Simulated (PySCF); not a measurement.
Two species compared at the same levels of theory.

First species: C5H15NSi2.
InChI=1S/C5H15NSi2/c1-3-4-5-8-6-7-2/h4-6H,3,7-8H2,1-2H3/b5-4+

Second species: C9H12.
Atom-mapped SMILES: `[CH:1]#[C:2][C@:3]1([CH2:4][CH3:5])[CH2:6][CH2:7][C:8]1=[CH2:9]` (hydrogens: H10 on C1; H11, H12 on C4; H13, H14, H15 on C5; H16, H17 on C6; H18, H19 on C7; H20, H21 on C9)

Structure used (GFN2-xTB), in Å, numbered top down from 1:
```xyz
21
C9H12 angstrom
C      1.1284   -0.9677    2.4571
C      0.6527   -0.5349    1.4471
C      0.0531    0.0075    0.2473
C      0.3911   -0.8584   -0.9719
C      1.8931   -0.9495   -1.2119
C      0.2783    1.5330    0.0618
C     -1.2297    1.7789    0.2448
C     -1.4299    0.2991    0.4145
C     -2.4744   -0.4732    0.6219
H      1.5513   -1.3524    3.3367
H     -0.1033   -0.4324   -1.8484
H     -0.0154   -1.8596   -0.8115
H      2.3862   -1.3908   -0.3487
H      2.3189    0.0375   -1.3788
H      2.0995   -1.5654   -2.0841
H      0.6592    1.7987   -0.9217
H      0.9082    1.9845    0.8253
H     -1.4933    2.3673    1.1232
H     -1.7370    2.2037   -0.6215
H     -2.3769   -1.5415    0.7195
H     -3.4689   -0.0674    0.7094
```

Levels: PBE0/pcSseg-1 for dipole moment, HOMO energy, LUMO energy and HOMO–LUMO gap; GFN2-xTB for rotational constant A and rotational constant C. Geometries: GFN2-xTB. Each species is one conformer at its optimised geometry, gas phase, non-relativistic unless stated; the electronic structure was computed with PySCF and density fitting.

The conformers computed, where there is a choice (atom-mapped SMILES and torsion angles):
- `[CH3:1][CH2:2]/[CH:3]=[CH:4]/[SiH2:5][NH:6][SiH2:7][CH3:8]`: C1–C2–C3–C4 -122°, C3–C4–Si5–N6 -165°, C4–Si5–N6–Si7 179°, Si5–N6–Si7–C8 -179°
- `[CH:1]#[C:2][C@:3]1([CH2:4][CH3:5])[CH2:6][CH2:7][C:8]1=[CH2:9]`: C2–C3–C4–C5 -60°

Task: Which has the higher rotational constant A?

Result: The first: 4.378 GHz against 2.046 GHz, a difference of 2.332 GHz.

Task: Which of the two has the higher rotational constant C, and by how much?

Result: The second: 1.228 GHz against 0.375 GHz, a difference of 0.853 GHz.

Task: Which has the higher dipole moment?

Result: The first: 1.81 D against 0.76 D, a difference of 1.05 D.

Task: Which has the higher LUMO energy?

Result: The second: 0.09 eV against -0.16 eV, a difference of 0.25 eV.

Task: Which of the two has the higher HOMO energy, and by how much?

Result: The first: -7.07 eV against -7.18 eV, a difference of 0.11 eV.

Task: Which has the higher HOMO–LUMO gap?

Result: The second: 7.27 eV against 6.91 eV, a difference of 0.36 eV.

On the first: A dipole of 1.81 D is allowed in C1, and pure rotational transitions are dipole-allowed. In atomic units the dipole is 0.71 e·bohr (1 au = 2.5417 D).

On the second: The dipole equals about 2.5 × 10⁻³⁰ C·m (1 D = 3.33564 × 10⁻³⁰ C·m). A dipole of 0.76 D is allowed in C1, and pure rotational transitions are dipole-allowed.
